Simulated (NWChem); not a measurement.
Species: GeH2I2; SMILES [I][GeH2][I]

Program: NWChem. Pople sets run with spherical d functions. The geometry was optimised at PBE0/def2-SVP (def2 core potentials past Kr).

Problem. Order these by “dipole (D)”, lowest first: PBE/STO-3G, non-relativistic; PBE/3-21G, non-relativistic; PBE/6-311G**, non-relativistic.

Solution. PBE/6-311G**, non-relativistic (1.33), PBE/3-21G, non-relativistic (1.62), PBE/STO-3G, non-relativistic (1.99)
